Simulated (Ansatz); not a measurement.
The same ligand exchange along the group B, Al, Ga, In.

Computed with Ansatz on PBE0-D4/def2-TZVP structures; ΔE is electronic, products minus reactants. CBS: MP2 limit from def2 TZ/QZ plus the TZ coupled-cluster correction, frozen cores. DFT in def2-TZVPP. def2 core potentials past Kr. For Ga, I, In, Se outer-core shells are correlated without core-valence functions, which leaves a few kJ/mol of doubt a bond. Scalar relativity is left out up to krypton. One conformer a species, not always the lowest.

```tsv
reaction	r2SCAN-D4 (eV)	B97M-V (eV)	PBE0-D4 (eV)	CCSD(T)/CBS(def2) (eV)
`ClB(Cl)I` + H₂Se → `ClB(Cl)[SeH]` + HI	-0.14	-0.15	-0.13	-0.12
`[Cl][Al]([Cl])[I]` + H₂Se → `[Cl][Al]([Cl])[SeH]` + HI	0.26	0.24	0.26	0.28
`[Cl][Ga]([Cl])[I]` + H₂Se → `[Cl][Ga]([Cl])[SeH]` + HI	0.19	0.19	0.20	0.20
`[Cl][In]([Cl])[I]` + H₂Se → `[Cl][In]([Cl])[SeH]` + HI	0.27	0.27	0.27	0.31
```

Largest T1 diagnostic: 0.012, for `[Cl][In]([Cl])[SeH]`.
